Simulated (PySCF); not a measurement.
**Electron correlation in F(2+) (fluorine, charge +2)**

[He] 2s2 2p2 3s1, 3s spin antiparallel (an excited configuration). All numbers are calculated (PySCF 2.14, the non-relativistic Hamiltonian (point nucleus), in aug-cc-pVTZ (5s4p3d2f, 46 functions)). Frozen: 1s2; 5 electrons correlated.

MP2 pair energies summed by pair of shells (mhartree):

| pair | energy | share (%) |
| --- | --- | --- |
| 2s-2p | -46.16 | 51.0 |
| 2s-2s | -23.28 | 25.7 |
| 2p-2p | -7.69 | 8.5 |
| 2s-3s | -7.33 | 8.1 |
| 2p-3s | -6.12 | 6.8 |

Total MP2 correlation energy: -90.58 mhartree.

Same-spin part -16.98 and opposite-spin part -73.61 mhartree; SCS-MP2 scales them by 1/3 and 6/5 to -93.99 mhartree.
